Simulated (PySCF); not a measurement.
S (SMILES [S]), triplet; PySCF with CCSD(T)/cc-pVDZ.

Here is a job for PySCF.
```python
from pyscf import gto, scf, cc

mol = gto.Mole()
mol.atom = '''
    S     0.000000    0.000000    0.000000
'''
mol.basis = 'cc-pvdz'
mol.charge = 0
mol.spin = 2
mol.verbose = 4
mol.build()

mf = scf.UHF(mol)
mf.kernel()

mycc = cc.CCSD(mf)
mycc.kernel()
et = mycc.ccsd_t()
print('E(CCSD(T)) = %.10f' % (mycc.e_tot + et))
```

Output, abridged:

```
PySCF version 2.14.0

[INPUT] verbose = 4
[INPUT] num. atoms = 1
[INPUT] num. electrons = 16
[INPUT] charge = 0
[INPUT] spin (= nelec alpha-beta = 2S) = 2
[INPUT] symmetry False subgroup None
[INPUT] Mole.unit = angstrom
[INPUT] Symbol           X                Y                Z      unit          X                Y                Z       unit  Magmom
[INPUT]  1 S      0.000000000000   0.000000000000   0.000000000000 AA    0.000000000000   0.000000000000   0.000000000000 Bohr   0.0

nuclear repulsion = 0
number of shells = 5
number of NR pGTOs = 41
number of NR cGTOs = 18
basis = cc-pvdz
ecp = {}

******** <class 'pyscf.scf.uhf.UHF'> ********
method = UHF
initial guess = minao
damping factor = 0
level_shift factor = 0
DIIS = <class 'pyscf.scf.diis.CDIIS'>
diis_start_cycle = 1
diis_space = 8
diis_damp = 0
SCF conv_tol = 1e-09
SCF conv_tol_grad = None
SCF max_cycles = 50
direct_scf = True
direct_scf_tol = 1e-13
number electrons alpha = 9  beta = 7
Set gradient conv threshold to 3.16228e-05
init E= -397.171216512884

cycle= 1 E= -397.487371928068  delta_E= -0.316  |g|= 0.101  |ddm|= 0.721
cycle= 2 E= -397.496040378043  delta_E= -0.00867  |g|= 0.029  |ddm|= 0.135
cycle= 3 E= -397.496729145787  delta_E= -0.000689  |g|= 0.00814  |ddm|= 0.0381
cycle= 4 E= -397.496799461185  delta_E= -7.03e-05  |g|= 0.00127  |ddm|= 0.0145
cycle= 5 E= -397.496801419706  delta_E= -1.96e-06  |g|= 0.000286  |ddm|= 0.00309
cycle= 6 E= -397.496801533302  delta_E= -1.14e-07  |g|= 5.42e-05  |ddm|= 0.000808
cycle= 7 E= -397.496801538088  delta_E= -4.79e-09  |g|= 1.09e-05  |ddm|= 0.000152
cycle= 8 E= -397.496801538282  delta_E= -1.93e-10  |g|= 9.27e-07  |ddm|= 3.33e-05
Extra cycle  E= -397.496801538282  delta_E= -6.82e-13  |g|= 3.14e-07  |ddm|= 1.66e-06
converged SCF energy = -397.496801538282  <S^2> = 2.0069159  2S+1 = 3.0046071

******** <class 'pyscf.cc.uccsd.UCCSD'> ********
CC2 = 0
CCSD nocc = (np.int64(9), np.int64(7)), nmo = (18, 18)
max_cycle = 50
direct = 0
conv_tol = 1e-07
conv_tol_normt = 1e-06
diis_space = 6
diis_start_cycle = 0
diis_start_energy_diff = 1e+09
Init t2, MP2 energy = -0.0897788475594161
Init E_corr(UCCSD) = -0.0897788475595005
cycle = 1  E_corr(UCCSD) = -0.103711852438694  dE = -0.0139330049  norm(t1,t2) = 0.0382826
cycle = 2  E_corr(UCCSD) = -0.106686852685862  dE = -0.00297500025  norm(t1,t2) = 0.0122255
cycle = 3  E_corr(UCCSD) = -0.107990534152151  dE = -0.00130368147  norm(t1,t2) = 0.00462653
cycle = 4  E_corr(UCCSD) = -0.107971656178919  dE = 1.88779732e-05  norm(t1,t2) = 0.000463554
cycle = 5  E_corr(UCCSD) = -0.107973844265808  dE = -2.18808689e-06  norm(t1,t2) = 0.00010202
cycle = 6  E_corr(UCCSD) = -0.10797421638609  dE = -3.72120282e-07  norm(t1,t2) = 2.31358e-05
cycle = 7  E_corr(UCCSD) = -0.107973993745827  dE = 2.22640263e-07  norm(t1,t2) = 6.54173e-06
cycle = 8  E_corr(UCCSD) = -0.107974045990007  dE = -5.22441799e-08  norm(t1,t2) = 1.28222e-06
cycle = 9  E_corr(UCCSD) = -0.107974044654674  dE = 1.33533333e-09  norm(t1,t2) = 2.93622e-07
UCCSD converged
E(UCCSD) = -397.604775582937  E_corr = -0.1079740446546738
UCCSD(T) correction = -0.00128866396043104
E(CCSD(T)) = -397.6060642469
```
